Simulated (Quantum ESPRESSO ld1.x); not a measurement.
Ir IV, configuration [Kr] 4d10 4f14 5s1 5p6 5d6 6d1 (not the ground configuration).

Method: Dirac Kohn-Sham, LDA (Slater exchange, Perdew-Zunger correlation), spin-unpolarised, spherical densities, point nucleus; open shells fill j = l - 1/2 first; computed with ld1.x of Quantum ESPRESSO 7.5.

Energy parts (Ry):
| part | energy |
|---|---|
| total | -35682.90 |
| kinetic | 40664.85 |
| electron-nucleus | -89356.19 |
| Hartree | 13682.67 |
| exchange-correlation | -674.23 |

Orbitals (lengths in bohr, moments of r in powers of bohr; <r^-3> diverges for s and p1/2; r(90%) holds 90 % of the orbital's charge):
| orbital | occ. | eigenvalue (Ry) | r(90%) | <r^4> | <r^-3> | <r^2> |
|---|---|---|---|---|---|---|
| 1s1/2 | 2 | -5586.2078 | 0.0318 | 4.818e-07 | - | 0.0004198 |
| 2s1/2 | 2 | -979.2518 | 0.114 | 0.00007093 | - | 0.006365 |
| 2p1/2 | 2 | -938.3988 | 0.100 | 0.00004237 | - | 0.004519 |
| 2p3/2 | 4 | -818.8807 | 0.111 | 0.00006398 | 18740 | 0.005712 |
| 3s1/2 | 2 | -231.4575 | 0.280 | 0.002598 | - | 0.04144 |
| 3p1/2 | 2 | -213.1307 | 0.271 | 0.002275 | - | 0.03787 |
| 3p3/2 | 4 | -186.9666 | 0.293 | 0.003085 | 4307 | 0.04436 |
| 3d3/2 | 4 | -156.2881 | 0.265 | 0.002063 | 750.0 | 0.03415 |
| 3d5/2 | 6 | -150.6300 | 0.271 | 0.002262 | 628.5 | 0.03592 |
| 4s1/2 | 2 | -51.8599 | 0.608 | 0.05950 | - | 0.2026 |
| 4p1/2 | 2 | -44.1312 | 0.621 | 0.06405 | - | 0.2075 |
| 4p3/2 | 4 | -37.9237 | 0.669 | 0.08657 | 1023 | 0.2414 |
| 4d3/2 | 4 | -25.2355 | 0.706 | 0.1062 | 158.4 | 0.2578 |
| 4d5/2 | 6 | -24.0826 | 0.722 | 0.1165 | 129.7 | 0.2701 |
| 4f5/2 | 6 | -7.9135 | 0.856 | 0.2440 | 25.90 | 0.3408 |
| 4f7/2 | 8 | -7.6825 | 0.868 | 0.2587 | 24.65 | 0.3506 |
| 5s1/2 | 1 | -10.2769 | 1.38 | 1.591 | - | 1.049 |
| 5p1/2 | 2 | -7.7991 | 1.51 | 2.251 | - | 1.230 |
| 5p3/2 | 4 | -6.7394 | 1.64 | 3.142 | 172.8 | 1.452 |
| 5d3/2 | 4 | -3.3507 | 2.17 | 9.461 | 17.07 | 2.411 |
| 5d5/2 | 2 | -3.2290 | 2.23 | 10.52 | 13.78 | 2.544 |
| 6d3/2 | 1 | -1.1707 | 5.51 | 393.6 | 2.561 | 16.63 |
| 6d5/2 | 0 | -1.1521 | 5.59 | 418.3 | 2.141 | 17.17 |

The highest occupied level is 6d3/2 at -15.928 eV. Summed over all electrons, <r^2> = 50.70 bohr^2, which gives a Langevin (diamagnetic) susceptibility term of -40.2 x 10^-6 cm^3/mol. The density falls to 0.001 e/bohr^3 at r = 4.53 bohr.
